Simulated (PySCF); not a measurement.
**Frontier orbitals and the lowest excitations**

Species: C6H9F.
Atom-mapped SMILES: `[CH2:1]=[C:2]([CH3:3])/[CH:4]=[CH:5]/[CH2:6][F:7]` (hydrogens: H8, H9 on C1; H10, H11, H12 on C3; H13 on C4; H14 on C5; H15, H16 on C6)

Structure used (PBE0-D3(BJ)/def2-SVP), in Å, numbered top down from 1:
```
atom  x, y, z in Å
C1    -1.7197    1.5408   -0.7074
C2    -1.0764    0.5407   -0.0792
C3    -1.7832   -0.3836    0.8676
C4     0.3514    0.3364   -0.3220
C5     1.1118   -0.6175    0.2339
C6     2.5644   -0.7887   -0.0457
F7     3.0326    0.1453   -0.9288
H8    -1.1950    2.2069   -1.3977
H9    -2.7862    1.7213   -0.5500
H10   -2.8425   -0.1140    0.9737
H11   -1.7280   -1.4270    0.5159
H12   -1.3204   -0.3574    1.8676
H13    0.8313    1.0292   -1.0205
H14    0.6875   -1.3394    0.9405
H15    2.7580   -1.7952   -0.4636
H16    3.1483   -0.7113    0.8914
```

The calculation used TDDFT wB97X-D/def2-SVPD, vertical, gas phase, core orbitals frozen in the response in PySCF 2.14.0, density-fitted response routines.

Frontier orbitals with the atoms that hold most of them (Löwdin shares over 4%, at most four atoms; ? is withheld):

```json
{"orbital": "LUMO+2", "ε (eV)": "2.79", "atoms": "C6 18%, C1 17%, H16 10%, H15 10%"}
{"orbital": "LUMO+1", "ε (eV)": "2.33", "atoms": "C3 17%, C6 12%, C5 12%, C1 9%"}
{"orbital": "LUMO", "ε (eV)": "?", "atoms": "?"}
{"orbital": "HOMO", "ε (eV)": "-8.37", "atoms": "C1 26%, C5 21%, C2 18%, C4 16%"}
{"orbital": "HOMO-1", "ε (eV)": "-10.63", "atoms": "?"}
{"orbital": "HOMO-2", "ε (eV)": "-11.56", "atoms": "C4 15%, C2 15%, C5 11%, C3 10%"}
{"orbital": "HOMO-3", "ε (eV)": "-12.11", "atoms": "F7 30%, C6 11%, C3 10%, C5 10%"}
```

Task: Give the leading atoms of the HOMO-1.

Result: C4 (bonded to 2 C and H) 23%; C2 (bonded to 3 C) 20%; C5 (bonded to 2 C and H) 12%; C1 (bonded to C and 2 H) 12%.

Task: Which atoms hold the LUMO, and with what shares?

Result: C1 (bonded to C and 2 H) 24%; C5 (bonded to 2 C and H) 21%; C2 (bonded to 3 C) 16%; C4 (bonded to 2 C and H) 15%.

Task: What is the LUMO energy, and the HOMO–LUMO gap?

Result: ε(LUMO) = 0.92 eV; the gap is 9.30 eV (0.3416 hartree).

Task: How does S1 compare with the orbital gap of 9.30 eV?

Result: S1 is at 5.77 eV (f = 0.724), 3.53 eV below the gap, made of HOMO→LUMO (98%). 

Task: Give energy, strength and leading configuration of S1, S2, S4 and S5, and follow the Löwdin shares of the leading atoms from the occupied to the empty orbital.

Result: 
- S1 (5.77 eV, f 0.724), HOMO→LUMO (98%): C1 26% → 24%, C5 21% → 21%
- S2 (6.75 eV, f 0.0000), HOMO→LUMO+1 (89%): C1 26% → 9%, C5 21% → 12%, C3 at most 16% → 17%, C6 at most 16% → 12%
- S4 (7.30 eV, f 0.0027), HOMO-1→LUMO (73%): C4 23% → 15%, C2 20% → 16%, C1 12% → 24%, C5 12% → 21%
- S5 (7.43 eV, f 0.0028), HOMO-2→LUMO (89%): C4 15% → 15%, C2 15% → 16%, C1 at most 11% → 24%, C5 11% → 21%

One conformer stands for the species.
